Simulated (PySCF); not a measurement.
SMILES O=Cc1ccc(O[SiH3])s1, GFN2-xTB optimised geometry.

```
15

O     -2.54    -2.99     0.00
C     -1.34    -3.03     0.00
C     -0.45    -1.90     0.00
C      0.93    -1.90     0.00
C      1.49    -0.62     0.00
C      0.54     0.38     0.00
O      0.77     1.67     0.00
Si    -0.24     2.96     0.00
S     -1.07    -0.27     0.00
H     -0.79    -3.99     0.00
H      1.51    -2.80     0.00
H      2.54    -0.41     0.00
H     -1.09     2.91    -1.19
H      0.78     3.99    -0.01
H     -1.06     2.93     1.21
```

Density from PySCF with B3LYP/def2-TZVP at that geometry.

Minimum of the electron density along straight lines between bonded atoms, close to the bond critical point (lines longer than 1.1 times the sum of covalent radii, or with two minima, are not listed):

```csv
bond,length / Å,ρ at the minimum / e bohr⁻³,∇²ρ there / e bohr⁻⁵,position (fraction from the first atom)
O1–C2,1.208,0.425,___,0.66
C2–C3,1.438,0.298,___,0.49
C3–C4,1.376,0.327,-0.96,0.51
C4–C5,1.397,0.315,-0.93,0.51
C5–C6,1.375,0.329,-0.98,0.47
C6–O7,1.316,0.318,-0.42,0.34
O7–Si8,1.645,0.133,___,0.59
C3–S9,1.745,0.207,-0.40,0.47
C6–S9,1.731,0.216,-0.45,0.50
C2–H10,1.110,0.278,-0.97,0.65
C4–H11,1.075,0.291,-1.06,0.65
C5–H12,1.074,0.290,-1.04,0.65
Si8–H13,1.461,0.129,0.17,0.49
Si8–H14,1.452,0.131,0.18,0.49
Si8–H15,1.461,0.129,0.17,0.49
```

### Question
Some entries are withheld; supply them.

### Answer

- O1–C2, ∇²ρ there / e bohr⁻⁵: -0.16
- C2–C3, ∇²ρ there / e bohr⁻⁵: -0.87
- O7–Si8, ∇²ρ there / e bohr⁻⁵: 0.85
